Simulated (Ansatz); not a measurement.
Geometry optimisation, Ansatz, UKS PBE0-D4/def2-SVP.

The input (input.yaml):

```yaml
crystal:
  periodic: [false, false, false]
  atoms:
    - { symbol: B, position_ang: [0.0, 0.002767, -0.332551] }
    - { symbol: Cl, position_ang: [0.0, -0.000139, 2.715507] }
    - { symbol: F, position_ang: [1.144149, -0.001227, -0.952848] }
    - { symbol: F, position_ang: [-1.144149, -0.001227, -0.952849] }
    - { symbol: Cl, position_ang: [0.0, -0.000174, 4.762741] }
magnetization:
  spin_polarized: true
  initial_magnetization: 1
basis:
  gaussian: { orbitals: def2-SVP }
hamiltonian:
  xc: pbe0
  dispersion: d4
relax:
  f_tol: 0.03
  max_steps: 50
```

Run as:

```bash
$ ansatz run input.yaml --threads 2 --pin off --max-ram 3072MiB --backend cpu --events-out ev --progress --plain --runs-dir out
```

Where does it end, and by what steps?

The forces met the threshold. After 26 steps the energy has fallen by 3.376 eV; Cl5 moved furthest, 2.18 Å. Joined: B1–Cl2 (3.05 → 1.94 Å), B1–Cl5 (5.10 → 1.94 Å).

| step | energy less start (eV) | largest force component (eV/Å) | accepted |
| --- | --- | --- | --- |
| 0 | 0.0000 | 0.660 | yes |
| 1 | -0.1735 | 1.346 | yes |
| 2 | -0.5526 | 3.114 | yes |
| 3 | -1.4047 | 5.166 | yes |
| 4 | -2.4817 | 3.118 | yes |
| 5 | -2.6998 | 3.307 | yes |
| 6 | -2.9255 | 0.688 | yes |
| 7 | -2.9588 | 0.073 | yes |
| 8 | -2.9754 | 0.055 | yes |
| 9 | -2.9678 | 0.682 | no |
| 10 | -2.9838 | 0.072 | yes |
| 11 | -2.9925 | 0.189 | yes |
| 12 | -2.9971 | 0.441 | yes |
| 13 | -3.0288 | 0.400 | yes |
| 14 | -3.0548 | 0.249 | yes |
| 15 | -3.0778 | 0.141 | yes |
| 16 | -3.0942 | 0.362 | yes |
| 17 | -3.1076 | 0.759 | yes |
| 18 | -3.1565 | 0.121 | yes |
| 19 | -3.1785 | 0.326 | yes |
| 20 | -3.1940 | 0.561 | yes |
| 21 | -3.2329 | 0.825 | yes |
| 22 | -3.2934 | 0.659 | yes |
| 23 | -3.2083 | 2.173 | no |
| 24 | -3.3647 | 0.325 | yes |
| 25 | -3.3709 | 0.200 | yes |
| 26 | -3.3761 | 0.007 | yes |

```xyz
5
Properties=species:S:1:pos:R:3
B 0.000 0.148 0.774
Cl 0.000 -1.680 1.436
F 1.142 0.466 0.182
F -1.142 0.466 0.182
Cl 0.000 0.600 2.665
```

Time of the run: 60 s on 2 threads of Intel(R) Xeon(R) Platinum 8488C (Sapphire Rapids) (shared host), peak memory 0.27 GiB.
